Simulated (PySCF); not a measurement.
# Core-level binding energies of `C1CS[SiH2]O1`

Compound: C₂H₆OSSi.
Cartesian coordinates in Å at the GFN2-xTB level; atoms count from 1:
```xyz
11
C2H6OSSi angstrom
C     -0.6130    0.7709   -0.5287
C     -1.1956   -0.3782    0.2805
S      0.0285   -1.7323    0.3253
Si     1.6338   -0.3089    0.2153
O      0.7267    0.9824   -0.1791
H     -0.6732    0.5449   -1.5994
H     -1.1607    1.6972   -0.3306
H     -2.1103   -0.7626   -0.1636
H     -1.3848   -0.0734    1.3093
H      2.5215   -0.7070   -0.8614
H      2.2327   -0.0302    1.5065
```

Level of theory: delta-SCF UKS SCAN, pcX-2 on the ionised atom, pcseg-1 elsewhere, spin-free X2C in PySCF 2.14.0. Each binding energy is the total energy of the core-ionised species, with the hole localised on one atom, minus that of the ground state; both are solved self-consistently, so orbital relaxation is included.

What binding energy does each computed site have?

| atom(s) | bonded to | level | binding energy (eV) | 2p1/2 (eV) | above the level's lowest (eV) | count |
| --- | --- | --- | --- | --- | --- | --- |
| S3 | C and Si | S 1s | 2476.52 | – | 0.00 | 1 |
| Si4 | O, S and 2 H | Si 1s | 1847.41 | – | 0.00 | 1 |
| O5 | C and Si | O 1s | 538.26 | – | 0.00 | 1 |
| C1 | O, C and 2 H | C 1s | 292.62 | – | +1.12 | 1 |
| C2 | S, C and 2 H | C 1s | 291.50 | – | 0.00 | 1 |
| Si4 | O, S and 2 H | Si 2p3/2 | 107.53 | 108.16 | 0.00 | 1 |

Lowest listed C 1s: C2, bonded to S, C and 2 H. Highest, 1.12 eV above it: C1, bonded to O, C and 2 H. Summing the Pauling electronegativity differences to the bonded atoms, each weighted by its formal bond order, gives -0.67 for the lowest site and +0.19 for the highest.

Express the binding energy of C 1s of C2 in atomic units and per mole.

291.50 eV = 10.7124 Eh = 28125 kJ/mol.

Which photon energy gives electrons from C 1s of C2 a kinetic energy of 200 eV, and what is their de Broglie wavelength?

hν = 291.50 + 200 = 491.50 eV, recoil neglected; λ = 12.264 Å/√(E/eV) = 0.87 Å.

Not every level is listed. For 2p shells one spin-free hole was relaxed; a mean-field spin–orbit operator and the ground-state splitting of the three 2p orbitals were then diagonalised within the shell. The shell's mean is (2 × 2p3/2 + 2p1/2)/3, and the degeneracies 2j + 1 give areas of 2:1. 2p1/2 minus 2p3/2 (ligand field included): Si 0.63 eV. Geometry: GFN2-xTB, one conformer, isolated molecule.
